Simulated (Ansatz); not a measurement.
SiEt(NHMe)3 (C₅H₁₇N₃Si). The state is a triplet with charge 0. Geometry PBE-D4/def2-SVP, that of the neutral singlet; atoms count from 1.

Cartesian coordinates in Å:
```
Si -0.021 0.075 -0.007
C 1.116 -0.543 1.379
C 1.672 -1.950 1.117
H 0.520 -0.531 2.318
H 1.944 0.183 1.546
H 2.294 -2.323 1.956
H 0.848 -2.678 0.961
H 2.294 -1.975 0.198
N -1.359 -0.948 -0.464
C -2.580 -1.132 0.296
H -1.152 -1.702 -1.122
H -2.595 -2.064 0.913
H -2.699 -0.277 0.994
H -3.486 -1.154 -0.354
N 0.908 0.107 -1.493
C 2.259 0.609 -1.639
H 0.350 0.188 -2.348
H 2.331 1.709 -1.831
H 2.840 0.411 -0.715
H 2.802 0.098 -2.466
N -0.743 1.542 0.613
C -1.617 2.415 -0.147
H -0.290 1.994 1.409
H -1.095 3.271 -0.641
H -2.110 1.829 -0.952
H -2.433 2.845 0.479
```

At PBE0-D4/def2-TZVP a singlet of charge 0 lies 5.59 eV below the triplet at the same geometry.

(1) Estimate the Mulliken populations from the PBE0/def2-TZVP orbitals of Ansatz.

(2) Where does the spin sit?

(3) And the Mayer bond orders between heavy atoms (over 0.3)?

Answers

(1) 
| atom | charge (e) | spin (α − β) |
| --- | --- | --- |
| Si1 | 0.23 | 0.16 |
| C2 | -0.22 | -0.09 |
| C3 | -0.30 | -0.07 |
| H4 | 0.08 | 0.05 |
| H5 | 0.08 | 0.05 |
| H6 | 0.12 | 0.02 |
| H7 | 0.10 | 0.03 |
| H8 | 0.09 | 0.04 |
| N9 | -0.33 | 0.02 |
| C10 | -0.26 | -0.03 |
| H11 | 0.12 | 0.11 |
| H12 | 0.11 | 0.01 |
| H13 | 0.12 | 0.02 |
| H14 | 0.11 | 0.03 |
| N15 | 0.20 | 0.42 |
| C16 | -0.03 | -0.29 |
| H17 | -0.32 | 0.63 |
| H18 | 0.01 | 0.24 |
| H19 | 0.09 | 0.06 |
| H20 | 0.04 | 0.17 |
| N21 | -0.28 | 0.22 |
| C22 | -0.11 | -0.18 |
| H23 | 0.15 | 0.08 |
| H24 | 0.05 | 0.12 |
| H25 | 0.07 | 0.10 |
| H26 | 0.08 | 0.07 |
Mulliken values depend strongly on the basis.

(2) Summed by element: Si 0.16, C -0.67, H 1.85, N 0.66, of 2 unpaired in all. Largest on single atoms: H17 0.63, N15 0.42, C16 -0.29.

(3) Si1–C2 0.91 (1.90 Å); Si1–N9 1.23 (1.75 Å); Si1–N15 0.77 (1.75 Å); Si1–N21 1.10 (1.75 Å); C2–C3 1.01 (1.53 Å); N9–C10 0.98 (1.45 Å); N15–C16 1.17 (1.45 Å); N21–C22 0.99 (1.45 Å).
